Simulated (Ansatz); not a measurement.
AlCl₃, SMILES [Cl][Al+]([Cl])[Cl] (connectivity only; charge and spin as stated), charge +1, multiplicity 2.

The structure is a stationary point at PBE0-D3(BJ)/def2-SVP.

Two levels are set side by side: PBE/def2-SVPD (Ansatz, a quantum-chemistry and plane-wave program) and ωB97X-V/def2-SVPD (Ansatz). Energy differences of separate SCF runs at the same geometry; the states with an electron removed or added have multiplicity 3 and 1. Differences are taken from unrounded values.

| quantity | PBE |
|---|---|
| vertical ionisation energy (eV) | 17.05 |
| vertical electron affinity (eV) | 9.93 |

**Question.** These are the PBE values. What does ωB97X-V give? (Estimate from the structure and the level; the computed values follow.)

**Answer.** 
```
quantity                         ωB97X-V  PBE minus ωB97X-V
-------------------------------  -------  -----------------
vertical ionisation energy (eV)    17.97              -0.92
vertical electron affinity (eV)    10.43              -0.50
```
